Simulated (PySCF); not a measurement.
SiCl2FI, SMILES F[Si](Cl)(Cl)I.

The structure is a stationary point at PBE0-D3(BJ)/def2-SVP. This is a generated structure with no PubChem entry under its InChIKey; it may be hypothetical. The def2 effective core potentials stand for the cores of I; spin–orbit coupling is left out.

Two levels are set side by side: PBE/def2-TZVP (PySCF) and r2SCAN/def2-TZVP (PySCF). Same geometry, gas phase. Differences are taken from unrounded values.

| quantity | r2SCAN | PBE | PBE minus r2SCAN |
|---|---|---|---|
| orbital gap (eV) | 5.53 | 4.91 | -0.62 |
| highest occupied level (eV) | -7.50 | -7.17 | 0.33 |
| lowest empty level (eV) | -1.97 | -2.26 | -0.29 |
| dipole moment (D) | 0.91 | 0.92 | 0.01 |
| mean polarisability (bohr³) | 75.3 | 77.8 | 2.5 |

Rough cost on one machine, each run with all the roots and properties that it gave: r2SCAN against PBE about 3 times.
